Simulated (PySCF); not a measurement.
Input for PySCF: R-BP86/6-31G* on BrH3O (a complex), monomers drawn apart or pushed together.

```python
from pyscf import gto, scf, dft, mp
from pyscf.data.elements import chemcore

mol = gto.M(
    atom='''
    O    -0.18190976    0.39201289    0.47091361
    H     0.73983500    0.47377152    0.20090645
    H    -0.50177974    1.29184150    0.60203524
    Br   -0.51819461   -1.78829107    3.88573158
    H    -0.43289481   -1.05142519    2.64223754
    ''',
    basis='6-31g*',
    cart=True,
    charge=0, spin=0, verbose=3, max_memory=1800)
mf = dft.RKS(mol, xc='b88,p86')
mf.conv_tol = 1e-8
mf.max_cycle = 100
mf.kernel()
if not mf.converged:
    mf = mf.newton().run(mf.mo_coeff, mf.mo_occ)
```

Problem. What total energy does the run end on?

Solution. -2651.1450 hartree.
